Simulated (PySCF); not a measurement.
A PySCF script (with the pyscf-properties extension) for the NMR shieldings of SMILES CCC[C@@H]1SBS[C@@H]1F, C₅H₁₀BFS₂, on a GFN2-xTB geometry:

```python
import basis_set_exchange as bse
import numpy as np
from pyscf import gto, dft
from pyscf.prop import nmr

atoms = """
C     2.978723    0.137698    0.074801
C     1.622405   -0.549206    0.166357
C     0.488440    0.466387    0.272745
C    -0.877889   -0.205680    0.346880
S    -1.271163   -1.111732   -1.223625
B    -3.023687   -0.936013   -1.122812
S    -3.631781    0.087119    0.203957
C    -1.991146    0.787311    0.643765
F    -1.815335    1.945053   -0.066016
H     3.770735   -0.601412   -0.014393
H     3.167092    0.737865    0.962486
H     3.018307    0.789819   -0.794505
H     1.464240   -1.165781   -0.719906
H     1.603848   -1.206300    1.038981
H     0.622346    1.075725    1.171024
H     0.510369    1.133553   -0.590920
H    -0.885243   -0.971124    1.129235
H    -3.743392   -1.474849   -1.857372
H    -2.016673    1.070817    1.701466
"""
names = dict.fromkeys(["C", "S", "B", "F", "H"], "pcSseg-1")
basis = {el: gto.basis.parse(bse.get_basis(n, elements=[el], fmt="nwchem")) for el, n in names.items()}
mol = gto.M(atom=atoms, basis=basis, charge=0, verbose=0)
mf = dft.RKS(mol, xc="PBE0")
mf.grids.level = 2
mf.grids.alignment = dft.numint.BLKSIZE   # the property module wants whole blocks of grid points
mf.conv_tol = 1e-9
mf.kernel()

calc = nmr.RKS(mf)   # GIAO
C = mf.mo_coeff
Co = C[:, mf.mo_occ > 0]
resp = mf.gen_response(singlet=True, hermi=2)
def vind(x):   # induced exchange potential for any number of trial vectors
    d = np.einsum("pi,xij,qj->xpq", C, 2 * x.reshape(-1, C.shape[1], Co.shape[1]), Co, optimize=True)
    return np.einsum("xpq,pi,qj->xij", resp(d - d.transpose(0, 2, 1)), C, Co, optimize=True).ravel()
mo1, _ = nmr.rhf.solve_mo1(calc, with_cphf=vind)
sigma = calc.kernel(mo1)
for i, s in enumerate(sigma):   # ppm
    print("%2d %-2s %9.2f" % (i, mol.atom_pure_symbol(i), np.trace(s) / 3))
```

Question: Give the expected output.

Answer: 
```
 0 C     170.17
 1 C     158.21
 2 C     149.92
 3 C     116.11
 4 S     378.14
 5 B      42.12
 6 S     326.14
 7 C      75.86
 8 F     358.26
 9 H      30.34
10 H      30.69
11 H      30.65
12 H      29.95
13 H      30.33
14 H      29.85
15 H      29.77
16 H      28.27
17 H      24.95
18 H      25.48
```

These numbers come from an equivalent density-fitted implementation of the same equations, which agrees with the script to about 0.01 ppm for H and up to a few tenths of a ppm for heavy atoms, so last digits may differ.

Size and cost of the density-fitted run: 217 basis functions, 44 s wall time on 1 thread of an Arm Neoverse V2, shared host; peak memory 1 GiB.
